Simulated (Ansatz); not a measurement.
`N[SiH](F)F` → H–F + `N[Si]F` at 298.15 K and 1 bar (silylene formation by 1,1-elimination).

Calculated with Ansatz (gas phase, PBE0-D4/def2-TZVP geometries, no zero-point term in ΔE). CCSD(T)/CBS is extrapolated from def2-TZVPP and def2-QZVPP, frozen cores. Each species was taken in one conformer, which may not be the lowest.

| species | CCSD(T)/CBS energy (Eh) | H − E (kJ/mol) | S (J/(mol·K)) |
| --- | --- | --- | --- |
| `N[SiH](F)F` | -545.34452 | 123.9 | 306.8 |
| H–F | -100.39431 | 33.5 | 173.6 |
| `N[Si]F` | -444.83821 | 88.0 | 270.2 |

H − E and S are ideal-gas, rigid-rotor, harmonic terms from PBE0-D4/def2-TZVP, for one conformer and one mirror image of each species. 1 Eh = 2625.50 kJ/mol, R = 8.31446 J/(mol·K).

By hand: ΔE, ΔH, ΔS and ΔG.

ΔE = (-100.39431) + (-444.83821) − (-545.34452) = 0.11200 Eh = 294.1 kJ/mol. Δ(H − E) = 33.5 + 88.0 − 123.9 = -2.4, so ΔH = 291.7 kJ/mol. ΔS = 173.6 + 270.2 − 306.8 = 137.0 J/(mol·K). ΔG = 291.7 − 298.15 × (137.0)/1000 = 250.9 kJ/mol.

By hand: the equilibrium constant, and the temperature at which ΔG would vanish if ΔH and ΔS stayed fixed.

log₁₀ K = −ΔG/(RT ln 10) = -44.0. ΔG = 0 at ΔH/ΔS = 2129 K.

The number of gas molecules changes by +1, which sets the sign of ΔS. A doubt of 5 kJ/mol in ΔE shifts log₁₀ K by 0.9 here. Other conformers and mirror images would add mixing entropy, several J/(mol·K) or more a flexible species. These are equilibria of isolated gas molecules and say nothing of rates. Largest T1 diagnostic: 0.014 (customary marks: 0.02 for closed shells, 0.045 for open ones).
